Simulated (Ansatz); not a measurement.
Pulling the pair apart

The pair of HF (SMILES F, atoms 1–2) and H₂ (SMILES [H][H], atoms 3–4), both closed shells, in one local arrangement (a lower one may exist), relaxed at PBE0-D4/def2-TZVP:

```
atom    x (Å)    y (Å)    z (Å)
  F1  -0.1786  -0.5413  -1.4851
  H2   0.1285   0.3245  -1.4280
  H3  -0.0542  -0.1219   1.1733
  H4   0.1042   0.3387   1.7397
```

H₂ is shifted rigidly along the line between the mean atom positions of the two fragments (negative: closer). Counterpoise interaction energies in kcal/mol. Computed with Ansatz 0.2.0 (basis: def2-TZVPPD); correlated methods freeze the cores.

```csv
shift (Å),PBE-D4,MP2,r2SCAN-D4
-0.27,-0.40,0.02,-0.17
-0.13,-0.52,-0.17,-0.30
0.00,-0.55,-0.26,-0.34
0.13,-0.53,-0.28,-0.33
0.32,-0.47,-0.28,-0.30
0.67,-0.33,-0.21,-0.20
1.35,-0.14,-0.10,-0.09
2.69,-0.02,-0.03,-0.02
```

Q: What does CCSD(T) give at these shifts? (Judge from chemistry; the value comes from the calculation.)

A: The calculation gives: -0.04, -0.22, -0.29, -0.32, -0.30, -0.22, -0.11, -0.03 kcal/mol. For zero shift, CCSD(T) at an estimated basis limit (MP2 extrapolated from triple and quadruple zeta, plus CCSD(T) − MP2 in triple zeta) gives -0.35 kcal/mol. These are counterpoise interaction energies, counted from the two frozen fragments.

T1 diagnostic: at most 0.010.

For scale, one of the runs: CCSD(T)/def2-TZVPPD, 91 basis functions, launched by `ansatz run in.yaml --threads 2 --pin off --events-out ev --progress --plain --max-ram 5222MiB`. The run took about 1.2 s on 2 CPU threads of an AMD EPYC 7R43 (shared host).
